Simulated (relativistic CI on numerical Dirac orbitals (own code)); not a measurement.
# Pt⁴⁺: O2,3 absorption edge

Computed with this model: Dirac-Coulomb-Breit CI, KLI orbitals optimised for each configuration, model QED (radiative potential, 1s self-energy scaled to tabulated hydrogen-like ionisation energies), valence Slater integrals scaled by 0.9, multiplet model of core-to-valence dipole absorption; configurations [Xe] 4f14 5d6 → [Kr] 4d10 4f14 5s2 5p5 5d7; 300 K; Lorentzian 1 eV and Gaussian 0.3 eV FWHM. Energies are those of the free ion, without screening or charge transfer. The branching ratio is the share of the lower-energy edge in the whole absorption, uncertain by about 0.02 where the edges overlap. S is read from ⟨S²⟩ = S(S + 1).

Field parameters in Wybourne normalisation: Oh B⁴₀ = 21Dq, B⁴₄ = √(5/14) B⁴₀. The field is a parameter set, without covalency.

free ion: ground-state S = 1.85, centroid 56.90 eV. Peaks (eV, height): 51.8 (45), 54.5 (68), 56.0 (100), 59.0 (30), 61.5 (37), 72.0 (8).

Oh, 10Dq = 8500 cm⁻¹: ground-state S = 1.60, centroid 57.19 eV. Peaks (eV, height): 52.0 (44), 55.0 (80), 56.2 (100), 59.2 (37), 61.5 (32), 71.5 (7), 72.2 (6).

Oh, 10Dq = 19200 cm⁻¹: ground-state S = 0.69, centroid 60.17 eV. Peaks (eV, height): 53.2 (22), 56.8 (100), 59.0 (79), 62.8 (23), 63.8 (21), 71.5 (11), 73.8 (18), 75.8 (17).

Oh, 10Dq = 29850 cm⁻¹: ground-state S = 0.33, centroid 62.38 eV. Peaks (eV, height): 52.2 (8), 55.0 (26), 57.5 (100), 61.0 (39), 63.0 (16), 64.2 (13), 65.5 (12), 72.2 (41), 75.5 (29), 78.0 (9).

Oh, 10Dq = 40550 cm⁻¹: ground-state S = 0.19, centroid 63.88 eV. Peaks (eV, height): 53.2 (7), 58.2 (100), 59.2 (62), 60.8 (27), 62.8 (19), 64.2 (12), 67.5 (7), 73.5 (55), 77.2 (21), 78.5 (10).

Strongest unbroadened transitions for Oh, 10Dq = 29850 cm⁻¹:

```csv
Energy (eV),Relative strength
54.99,16.5
56.66,65.5
57.56,100.0
58.29,30.1
58.66,30.0
58.93,11.6
59.52,10.3
59.85,15.5
60.61,10.6
61.07,10.1
61.20,27.1
63.07,8.8
65.42,8.3
66.22,8.0
72.32,53.8
72.85,8.4
75.40,37.1
76.41,8.7
```
